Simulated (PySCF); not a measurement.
Bonding in `CSBOC(C)C`

Species: C4H11BOS.
Atom-mapped SMILES: `[CH3:1][S:2][BH:3][O:4][CH:5]([CH3:6])[CH3:7]` (hydrogens: H8, H9, H10 on C1; H11 on B3; H12 on C5; H13, H14, H15 on C6; H16, H17, H18 on C7)

Structure used (PBE0-D3(BJ)/def2-SVP), in Å, numbered top down from 1:
```xyz
18
C4H11BOS angstrom
C      3.4911   -0.3967    0.5092
S      1.7011   -0.3472    0.8119
B      1.0844    0.2508   -0.7826
O     -0.2221    0.4811   -1.0019
C     -1.2438    0.2686   -0.0305
C     -1.7188   -1.1704   -0.1029
C     -2.3448    1.2732   -0.2990
H      3.8879    0.6112    0.3319
H      3.9615   -0.8112    1.4105
H      3.7268   -1.0437   -0.3459
H      1.8596    0.4580   -1.6879
H     -0.8166    0.4590    0.9724
H     -2.5203   -1.3493    0.6289
H     -2.1082   -1.3918   -1.1086
H     -0.8946   -1.8651    0.1152
H     -3.1544    1.1667    0.4376
H     -2.7640    1.1189   -1.3051
H     -1.9547    2.2997   -0.2432
```

Bond orders from the PBE0/pcSseg-1 density (PySCF). Isolated species at its PBE0-D3(BJ)/def2-SVP geometry (one conformer only).

Problem. How far do the computed orders between heavy atoms stray from the drawn ones?

Solution. The largest departure is 0.244, at B3–O4 (drawn single, 1.244). Drawn single, order above 1.12: B3–O4 (1.244). Drawn single, order below 0.88: O4–C5 (0.824).

Problem. Set the Mayer orders of the bonds between heavy atoms beside their lengths.

Solution. 
| bond | drawn as | length (Å) | Mayer order |
| --- | --- | --- | --- |
| C1–S2 | single | 1.816 | 0.994 |
| S2–B3 | single | 1.811 | 1.116 |
| B3–O4 | single | 1.345 | 1.244 |
| O4–C5 | single | 1.426 | 0.824 |
| C5–C6 | single | 1.517 | 1.043 |
| C5–C7 | single | 1.514 | 1.045 |

Problem. And the bonds to hydrogen?

Solution. C–H: 0.93 to 0.96 (10 bonds); B–H: 0.95 (1 bond).

Problem. Sum the orders of all bonds at each heavy atom with more than one neighbour and set the sums beside the valence in the SMILES.

Solution. C1 3.854 (drawn 4), S2 2.110 (drawn 2), B3 3.315 (drawn 3), O4 2.068 (drawn 2), C5 3.841 (drawn 4), C6 3.917 (drawn 4), C7 3.929 (drawn 4). Orders between atoms that aren't bonded are not in these sums.

For a closed shell the Mayer order of atoms A and B is Σ (PS)μν (PS)νμ over the basis functions μ on A and ν on B, with P the density and S the overlap matrix.
